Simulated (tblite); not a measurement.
C₄H₆NOS (doublet state).
Atom-mapped SMILES: `[CH3:1]/[N:2]=[CH:3]/[C:4](=[O:5])[CH2:6][S:7]` (hydrogens: H8, H9, H10 on C1; H11 on C3; H12, H13 on C6)
Bond orders are those of one Lewis drawing.

Computed with GFN2-xTB (tblite), gas phase: L-BFGS steps from a force-field or distance-geometry start until the largest atomic force falls under 0.01 eV/Å.

Step 9: E = -592.3234 eV
```
atom  x, y, z in Å  |  force x, y, z in eV/Å
C1      2.2213   -0.2875    0.4849    0.029   0.001   0.043
N2      0.8187   -0.2957    0.2398    0.051  -0.070  -0.013
C3      0.1919    0.7716    0.0219    0.030   0.004  -0.067
C4     -1.2601    0.7595   -0.2980    0.006   0.036   0.014
O5     -1.8611    1.7821   -0.4957   -0.042  -0.025   0.012
C6     -1.8621   -0.6298   -0.3793   -0.026   0.039   0.011
S7     -3.6186   -0.6044   -0.7185   -0.027  -0.064  -0.003
H8      2.7322    0.5912    0.0722   -0.015  -0.027   0.045
H9      2.6437   -1.2066    0.0770   -0.019   0.057  -0.024
H10     2.3792   -0.3041    1.5651    0.007  -0.040   0.023
H11     0.6507    1.7687    0.0164   -0.002   0.004  -0.050
H12    -1.3556   -1.1927   -1.1663    0.003   0.051  -0.014
H13    -1.6847   -1.1518    0.5626    0.007   0.035   0.024
```

Step 10: E = -592.3244 eV
```
atom  x, y, z in Å  |  force x, y, z in eV/Å
C1      2.2229   -0.2878    0.4865    0.003   0.001   0.018
N2      0.8212   -0.2965    0.2393   -0.009  -0.050  -0.007
C3      0.1935    0.7701    0.0210   -0.019   0.041  -0.081
C4     -1.2610    0.7609   -0.2977    0.051   0.001   0.011
O5     -1.8604    1.7844   -0.4948   -0.034  -0.040   0.019
C6     -1.8624   -0.6294   -0.3793   -0.045   0.052   0.009
S7     -3.6201   -0.6080   -0.7179   -0.005  -0.059  -0.002
H8      2.7314    0.5907    0.0737    0.014   0.003   0.045
H9      2.6434   -1.2052    0.0755    0.008   0.026  -0.022
H10     2.3780   -0.3059    1.5664    0.020  -0.041   0.037
H11     0.6495    1.7694    0.0131    0.005  -0.024  -0.042
H12    -1.3551   -1.1916   -1.1665   -0.001   0.055  -0.007
H13    -1.6853   -1.1507    0.5630    0.011   0.035   0.020
```

Step 11: E = -592.3254 eV
```
atom  x, y, z in Å  |  force x, y, z in eV/Å
C1      2.2244   -0.2882    0.4887   -0.029   0.000  -0.005
N2      0.8234   -0.2978    0.2384   -0.063  -0.005   0.001
C3      0.1954    0.7687    0.0185   -0.050   0.048  -0.078
C4     -1.2614    0.7623   -0.2972    0.062  -0.033  -0.004
O5     -1.8607    1.7858   -0.4936   -0.017  -0.039   0.028
C6     -1.8633   -0.6280   -0.3791   -0.041   0.044   0.009
S7     -3.6218   -0.6128   -0.7174    0.015  -0.049   0.001
H8      2.7308    0.5903    0.0761    0.039   0.034   0.047
H9      2.6432   -1.2031    0.0735    0.036  -0.007  -0.017
H10     2.3773   -0.3087    1.5686    0.027  -0.043   0.038
H11     0.6487    1.7697    0.0089    0.018  -0.043  -0.037
H12    -1.3547   -1.1891   -1.1669   -0.008   0.057   0.006
H13    -1.6855   -1.1488    0.5637    0.012   0.035   0.011
```

Step 12: E = -592.3267 eV
```
atom  x, y, z in Å  |  force x, y, z in eV/Å
C1      2.2257   -0.2886    0.4917   -0.057  -0.002  -0.028
N2      0.8252   -0.2993    0.2372   -0.100   0.050   0.012
C3      0.1974    0.7673    0.0137   -0.064   0.034  -0.059
C4     -1.2611    0.7638   -0.2968    0.037  -0.057  -0.028
O5     -1.8612    1.7871   -0.4912    0.002  -0.023   0.037
C6     -1.8652   -0.6256   -0.3786   -0.021   0.016   0.010
S7     -3.6240   -0.6204   -0.7166    0.032  -0.030   0.004
H8      2.7307    0.5905    0.0805    0.054   0.058   0.055
H9      2.6436   -1.2004    0.0704    0.057  -0.033  -0.006
H10     2.3768   -0.3134    1.5720    0.025  -0.044   0.018
H11     0.6478    1.7694    0.0023    0.039  -0.051  -0.034
H12    -1.3544   -1.1844   -1.1672   -0.016   0.051   0.019
H13    -1.6858   -1.1454    0.5648    0.012   0.030   0.000
```

Q: Estimate the geometry and energy of step 13. (The exact step hangs on the optimiser's Hessian estimate; all steps are aligned on step 12, rigid shifts and turns removed.)

A: E = -592.3283 eV, largest force 0.139 eV/Å
```
atom  x, y, z in Å  |  force x, y, z in eV/Å
C1      2.2264   -0.2892    0.4949   -0.066  -0.003  -0.044
N2      0.8260   -0.3005    0.2362   -0.102   0.091   0.024
C3      0.1990    0.7658    0.0065   -0.057   0.006  -0.028
C4     -1.2604    0.7649   -0.2967   -0.017  -0.055  -0.052
O5     -1.8613    1.7885   -0.4872    0.012   0.005   0.041
C6     -1.8677   -0.6222   -0.3777    0.008  -0.024   0.011
S7     -3.6263   -0.6311   -0.7155    0.040  -0.003   0.007
H8      2.7316    0.5916    0.0875    0.049   0.064   0.068
H9      2.6451   -1.1973    0.0664    0.060  -0.041   0.011
H10     2.3763   -0.3204    1.5763    0.014  -0.045  -0.024
H11     0.6473    1.7684   -0.0073    0.061  -0.045  -0.036
H12    -1.3543   -1.1776   -1.1670   -0.018   0.030   0.023
H13    -1.6860   -1.1405    0.5659    0.015   0.018  -0.002
```

The energy changes by -0.0016 eV. The first-order estimate −F·Δx gives -0.0022 eV and the mean of the old and new forces, exact on a quadratic surface, -0.0016 eV. The step makes an angle of 68° with the force vector and moves no atom by more than 0.011 Å.

What follows is the cost of the whole relaxation. Time: 1.3 s of wall time. Hardware: an AMD EPYC with one thread, on a shared host.
